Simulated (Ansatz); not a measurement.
Ti(Cl)2(O) anion (Cl₂OTi), SMILES [O]=[Ti]([Cl])[Cl] (connectivity only; charge and spin as stated), charge -1, multiplicity 2.

Coordinates come from a r2SCAN-D4/def2-SVPD optimisation. The spin state was assumed, not searched. The isomer is the one that the SMILES or the coordinates give; other isomers of the formula were not compared.

Two levels are set side by side: PBE/def2-SVPD (Ansatz, an electronic-structure program) and PBE0/def2-SVPD (Ansatz). Energy differences of separate SCF runs at the same geometry; the states with an electron removed or added have multiplicity 1. Differences are taken from unrounded values.

| quantity | PBE0 |
|---|---|
| vertical ionisation energy (eV) | 3.07 |

**Question.** What does PBE give, and how far is it from PBE0? (The exact figures need the calculation; the answer reports its results.)

**Answer.** 
```csv
quantity,PBE,PBE minus PBE0
vertical ionisation energy (eV),2.58,-0.49
```
